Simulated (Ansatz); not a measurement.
Basis-set extrapolation for FH₆NSi₂, SMILES `F[SiH2]N[SiH3]` (PBE0-D4/def2-TZVP geometry, frozen core, Ansatz 0.2.0). Multiplicity 1, RHF reference.

|  | def2-TZVPP | def2-QZVPP |
| --- | --- | --- |
| HF | -735.466879 | -735.493663 |
| MP2 correlation | -0.711865 | -0.770614 |
| CCSD(T) correlation | -0.777343 | not run |

Energies in hartree. Use E(X) = E(∞) + A·exp(−7.88·√X) for Hartree–Fock and E(X) = E(∞) + B·X^(−2.97) for correlation, with X = 3 and 4, and add CCSD(T) minus MP2 of the smaller set to the MP2 limit.

Q: What is the CCSD(T) energy at the basis-set limit?

A: HF limit: -735.493663 + (-0.026784) × 0.13774 = -735.49735. MP2 limit: -0.770614 + (-0.058749) × 0.74074 = -0.81413. Higher-order term: -0.777343 − (-0.711865) = -0.06548. Total: -736.37696 hartree, 3.61 eV below CCSD(T)/def2-TZVPP.
